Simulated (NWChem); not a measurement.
System: CH$_{2}$F$_{2}$O$_{2}$Si; SMILES O=C([SiH](F)F)O

NWChem printed, in part:

```
             Northwest Computational Chemistry Package (NWChem) 7.3.0
             --------------------------------------------------------

                             Geometry "geometry" -> ""
                             -------------------------

 Output coordinates in angstroms (scale by  1.889725989 to convert to a.u.)

  No.       Tag          Charge          X              Y              Z
 ---- ---------------- ---------- -------------- -------------- --------------
    1 O                    8.0000     1.27312400     1.45887300     0.00000000
    2 C                    6.0000     0.12221500     1.11530700     0.00000000
    3 O                    8.0000    -0.90841000     1.96896600     0.00000000
    4 Si                  14.0000    -0.41290100    -0.72400300     0.00000000
    5 F                    9.0000     0.24516900    -1.40352200    -1.30077900
    6 F                    9.0000     0.24516900    -1.40352200     1.30077900
    7 H                    1.0000    -0.54085400     2.87111700     0.00000000
    8 H                    1.0000    -1.86850200    -0.96789400     0.00000000

 Effective nuclear repulsion energy (a.u.)     308.7382948282

                              NWChem Property Module
                              ----------------------

  itol2e modified to match energy
  convergence criterion.

                                 NWChem DFT Module
                                 -----------------

 Summary of "ao basis" -> "ao basis" (spherical)
 ------------------------------------------------------------------------------
       Tag                 Description            Shells   Functions and Types
 ---------------- ------------------------------  ------  ---------------------
 O                           6-31g*                  6       14   3s2p1d
 C                           6-31g*                  6       14   3s2p1d
 Si                          6-31g*                  8       18   4s3p1d
 F                           6-31g*                  6       14   3s2p1d
 H                           6-31g*                  2        2   2s

  itol2e modified to match energy
  convergence criterion.

            General Information
            -------------------
          SCF calculation type: DFT
          Wavefunction type:  closed shell.
          No. of atoms     :     8
          No. of electrons :    56
           Alpha electrons :    28
            Beta electrons :    28
          Charge           :     0
          Spin multiplicity:     1
          Use of symmetry is: off; symmetry adaption is: off
          Maximum number of iterations: 150
          AO basis - number of functions:    92
                     number of shells:    42
          Convergence on energy requested:  1.00D-07
          Convergence on density requested:  1.00D-05
          Convergence on gradient requested:  5.00D-04

              XC Information
              --------------
                         B3LYP Method XC Potential
                     Hartree-Fock (Exact) Exchange  0.200
                        Slater Exchange Functional  0.800 local
                    Becke 1988 Exchange Functional  0.720 non-local
              Lee-Yang-Parr Correlation Functional  0.810
                  VWN I RPA Correlation Functional  0.190 local

[...]

          -----------------------------------------
          Chemical Shielding Tensors (GIAO, in ppm)
          -----------------------------------------

                                NWChem CPHF Module
                                ------------------

  scftype          =     RHF
  nclosed          =       28
  nopen            =        0
  variables        =     1792
  # of vectors     =        3
  tolerance        = 0.10D-03
  level shift      = 0.00D+00
  max iterations   =       50
  max subspace     =       30

 SCF residual:    5.2254386614065643E-005

Iterative solution of linear equations
  No. of variables     1792
  No. of equations        3
  Maximum subspace       30
        Iterations       50
       Convergence  1.0D-04

   iter   nsub   residual    time
   ----  ------  --------  ---------
     1      3    5.43D-01      34.6
     2      6    8.69D-02      38.2
     3      9    2.14D-03      41.9
     4     12    1.74D-04      47.2
     5     15    5.85D-06      52.6

      Atom:    1  O
        Diamagnetic
    414.0735      7.4205     -0.0000
      7.4205    390.4759     -0.0000
     -0.0000     -0.0000    388.9550

        Paramagnetic
   -774.5230     44.0916      0.0000
     44.0916   -626.8356     -0.0000
      0.0000     -0.0000   -122.6723

        Total Shielding Tensor
   -360.4495     51.5121      0.0000
     51.5121   -236.3597     -0.0000
      0.0000     -0.0000    266.2827

           isotropic =    -110.1755
          anisotropy =    -403.3060

          Principal Components and Axis System
                 1           2           3
             -379.0462    266.2827   -217.7630

      1         0.9406      0.0000      0.3396
      2        -0.3396     -0.0000      0.9406
      3        -0.0000      1.0000      0.0000

      Atom:    2  C
        Diamagnetic
    264.5866     -1.7490     -0.0000
     -1.7490    259.3718      0.0000
     -0.0000      0.0000    236.0227

        Paramagnetic
   -231.3218     48.2254      0.0000
     48.2254   -298.6590     -0.0000
      0.0000     -0.0000   -137.5415

        Total Shielding Tensor
     33.2648     46.4764      0.0000
     46.4764    -39.2872     -0.0000
      0.0000     -0.0000     98.4813

           isotropic =      30.8196
          anisotropy =     101.4924

          Principal Components and Axis System
                 1           2           3
               98.4813    -61.9688     55.9465

      1        -0.0000     -0.4386      0.8987
      2        -0.0000      0.8987      0.4386
      3         1.0000      0.0000      0.0000

      Atom:    3  O
        Diamagnetic
    394.1813     -6.4528     -0.0000
     -6.4528    409.5128      0.0000
     -0.0000      0.0000    379.5878

        Paramagnetic
   -312.8618   -144.4691     -0.0000
   -144.4691   -296.3942     -0.0000
     -0.0000     -0.0000   -212.2369

        Total Shielding Tensor
     81.3195   -150.9219     -0.0000
   -150.9219    113.1186     -0.0000
     -0.0000     -0.0000    167.3509

           isotropic =     120.5963
          anisotropy =     192.5697

          Principal Components and Axis System
                 1           2           3
              248.9762    167.3509    -54.5380

      1        -0.6690      0.0000      0.7432
      2         0.7432     -0.0000      0.6690
      3         0.0000      1.0000      0.0000

      Atom:    4  Si
        Diamagnetic
    875.1807     -1.3851      0.0000
     -1.3851    880.9653     -0.0000
      0.0000     -0.0000    881.3701

        Paramagnetic
   -401.1502      5.4394      0.0000
      5.4394   -466.7139     -0.0000
      0.0000     -0.0000   -438.1010

        Total Shielding Tensor
    474.0304      4.0543      0.0000
      4.0543    414.2514     -0.0000
      0.0000     -0.0000    443.2692

           isotropic =     443.8503
          anisotropy =      45.6807

          Principal Components and Axis System
                 1           2           3
              474.3041    443.2692    413.9777

      1         0.9977     -0.0000     -0.0674
      2         0.0674     -0.0000      0.9977
      3         0.0000      1.0000      0.0000

      Atom:    5  F
        Diamagnetic
    463.2433     -5.5854     -9.8573
     -5.5854    466.6247     11.0369
     -9.8573     11.0369    479.5645

        Paramagnetic
   -164.6012    -48.7713     -3.5674
    -48.7713   -162.6221    -14.9157
     -3.5674    -14.9157    -91.7461

        Total Shielding Tensor
    298.6420    -54.3567    -13.4248
    -54.3567    304.0026     -3.8789
    -13.4248     -3.8789    387.8184

           isotropic =     330.1544
          anisotropy =      89.9206

          Principal Components and Axis System
                 1           2           3
              390.1014    354.5474    245.8143

      1        -0.1881     -0.6625      0.7251
      2         0.0746      0.7265      0.6831
      3         0.9793     -0.1826      0.0872

      Atom:    6  H
        Diamagnetic
     23.0975      4.4645      0.0000
      4.4645     43.5774      0.0000
      0.0000      0.0000     16.7626

        Paramagnetic
     -2.6664     -5.6781      0.0000
     -5.6781    -10.8086     -0.0000
      0.0000     -0.0000      8.7018

        Total Shielding Tensor
     20.4311     -1.2135      0.0000
     -1.2135     32.7688     -0.0000
      0.0000     -0.0000     25.4644

           isotropic =      26.2214
          anisotropy =       9.9984

          Principal Components and Axis System
                 1           2           3
               32.8870     25.4644     20.3129

      1        -0.0970      0.0000      0.9953
      2         0.9953      0.0000      0.0970
      3        -0.0000      1.0000     -0.0000

      Atom:    7  H
        Diamagnetic
     38.6356      3.0725      0.0000
      3.0725     25.0375     -0.0000
      0.0000     -0.0000     22.9283

        Paramagnetic
     -6.2754     -2.0004     -0.0000
     -2.0004     -0.7488      0.0000
     -0.0000      0.0000      0.5009

[...]
```

Level: B3LYP/6-31G* (spherical d), GIAO. Geometry: optimised at PBE0/def2-SVP. The output numbers the shielded atoms by their place in the input's list. The printed shielding anisotropy is the first printed principal value minus the mean of the other two.

Q: Which NWChem input produces such a log?

A: This is not unique; one that fits is the input that was run:
```
start job
memory heap 200 mb stack 900 mb global 1100 mb
geometry units angstroms noautosym nocenter noautoz
  O      1.273124     1.458873     0.000000
  C      0.122215     1.115307     0.000000
  O     -0.908410     1.968966     0.000000
  Si    -0.412901    -0.724003     0.000000
  F      0.245169    -1.403522    -1.300779
  F      0.245169    -1.403522     1.300779
  H     -0.540854     2.871117     0.000000
  H     -1.868502    -0.967894     0.000000
end
basis spherical
  * library 6-31g*
end
dft
  xc b3lyp
  iterations 150
end
property
  shielding 7 1 2 3 4 5 7 8
end
task dft property
```
